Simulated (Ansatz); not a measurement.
Basis sets compared for Al5As4H16⁻, a cluster cut from zinc blende AlAs (hydrogen-capped). Total charge -1; singlet. Geometry PBE-D4/def2-SVP. Ansatz on 2 threads of AMD EPYC 7R13 on a shared host and a share (18 GiB) of an NVIDIA H100 80GB HBM3; times are rough, and most runs start from earlier orbitals.

```xyz
25

As    1.036    1.185    1.547
As   -0.820    1.755   -1.721
As    1.764   -1.731   -0.786
As   -1.790   -1.205    0.460
Al    2.979   -0.222    0.859
Al    0.533    3.067   -0.016
Al   -0.948   -0.027    2.526
Al   -2.811    0.231   -1.309
Al   -0.372   -3.060   -0.423
H     1.614    1.935    2.751
H     0.179    0.963   -2.565
H    -1.216    2.728   -2.833
H     2.801   -2.692   -1.371
H     1.569   -0.924   -2.070
H    -3.013   -1.973    0.973
H     4.090    0.603    0.029
H     3.460   -1.208    2.040
H     1.846    3.628   -0.765
H    -0.513    4.116    0.618
H    -2.046    1.054    3.004
H    -0.426   -1.126    3.586
H    -3.954    1.202   -0.715
H    -3.101   -0.571   -2.678
H     0.002   -4.132    0.722
H    -0.862   -3.594   -1.864
```

Single mean-field runs in def2-TZVP are fitted with def2-universal-jkfit.

```csv
level,functions,energy (Eh),HOMO (eV),LUMO (eV),wall time
PBE-D4/def2-SVP,298,-10161.9907,-3.12,1.04,11 s
PBE0-D4/def2-SVP,298,-10162.4054,-4.22,1.75,15 s
```

Question: Estimate the rows for PBE-D4/def2-TZVP (with forces), PBE0-D4/def2-TZVP.

Answer: 
```
                         level  functions  energy (Eh)  HOMO (eV)  LUMO (eV)  wall time
PBE-D4/def2-TZVP (with forces)        473  -10163.5292      -3.20       0.91       18 s
             PBE0-D4/def2-TZVP        473  -10163.9312      -4.26       1.63       15 s
```
